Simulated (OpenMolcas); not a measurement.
## N III: effect of the IPEA shift

| Property | Result |
| --- | --- |
| Program | OpenMolcas 26.06 |
| Basis | ANO-R3 [4s4p2d1f] |
| Scalar Hamiltonian | X2C, finite nucleus |
| Active space | 3 electrons in 4 orbitals (2s 2p) |
| State averaging | 2S+1 = 4 odd, 1 root; 2S+1 = 2 odd, 11 roots; 2S+1 = 4 even, 3 roots; 2S+1 = 2 even, 9 roots |
| Spin-orbit coupling | state interaction with AMFI integrals over the reference wave functions, term energies averaged over their components |

Methods on the same reference wave functions:
A. CASSCF
B. MS-CASPT2, IPEA 0 Eh, imaginary shift 0.1 Eh (closed shells correlated: 1s)
C. MS-CASPT2, IPEA 0.25 Eh, imaginary shift 0.1 Eh (closed shells correlated: 1s)

Energies in cm⁻¹ above 2s² 2p ²P°_1/2, the measured ground level; measured values from Moore, Selected Tables of Atomic Spectra, NSRDS-NBS 3, section 5.

| Level | A | B | C | Measured |
| --- | --- | --- | --- | --- |
| 2s² 2p ²P°_1/2 | 0.0 | 0.0 | 0.0 | 0.0 |
| 2s² 2p ²P°_3/2 | 158 | 158 | 158 | 174 |
| 2s 2p² ⁴P_1/2 | 51338 | 56180 | 55830 |  |
| 2s 2p² ⁴P_3/2 | 51395 | 56240 | 55890 | 57247 |
| 2s 2p² ⁴P_5/2 | 51488 | 56330 | 55980 | 57328 |
| 2s 2p² ²D_3/2 | 106882 | 100690 | 101170 | 101031 |
| 2s 2p² ²D_5/2 | 106882 | 100690 | 101170 | 101024 |
| 2s 2p² ²S_1/2 | 136074 | 130970 | 131340 | 131004 |
| 2s 2p² ²P_1/2 | 156837 | 146670 | 147900 | 145876 |
| 2s 2p² ²P_3/2 | 156949 | 146780 | 148020 | 145986 |
| 2p³ ⁴S°_3/2 | 184131 | 185990 | 185770 | 186797 |
| 2p³ ²D°_3/2 | 213558 | 203660 | 204160 | 203089 |
| 2p³ ²D°_5/2 | 213558 | 203660 | 204160 | 203075 |
| 2p³ ²P°_1/2 | 243457 | 231640 | 232170 | 230404 |
| 2p³ ²P°_3/2 | 243465 | 231640 | 232170 | 230409 |

Deviations, from unrounded energies. A percentage is the sum of absolute deviations over the sum of measured energies, with the sign that they share, or ± where signs differ.

```json
{"Against measurement": "mean absolute deviation (cm-1)", "Levels": "13", "A": "7700", "B": "670", "C": "1100"}
{"Against measurement": "fine structure of the ground term (%)", "Levels": "1", "A": "-9.6", "B": "-9.1", "C": "-9.2"}
{"Against measurement": "other configurations (%)", "Levels": "12", "A": "±5.6", "B": "±0.5", "C": "±0.8"}
```

B lies closest to measurement on these levels and A furthest from it. The largest miss of B in the table is 2p³ ²P°_3/2, by +1200 cm-1. The ranking rests on the paired levels alone, and a cruder setting can come out closer through cancelling errors.

Between B and C the level of the table that moves most is 2s 2p² ²P_3/2, by 1200 cm-1 (lowest in B, highest in C). Moves below CASPT2's spread within the term are not significant.

The mean deviations of B to C differ by less than CASPT2's widest spread within a term (740 cm-1), so their order carries little weight.

The lowest spin-free term lies below A's lowest term by 0.049 hartree in B, 0.046 hartree in C.

CASPT2 breaks the degeneracy within a term, and the mean is taken; among the terms shown or strongly mixed into the levels shown the widest spread is 740 cm-1 (2p³ ²D°, C). Measured partners are found by configuration, term and J. A level has none where our copy of the source lacks it or the pairing is in doubt (some pairs that miss far off the trend of their configuration count as doubtful), and it then counts in no deviation. Levels of configurations outside the active space are missing.

° marks odd parity.
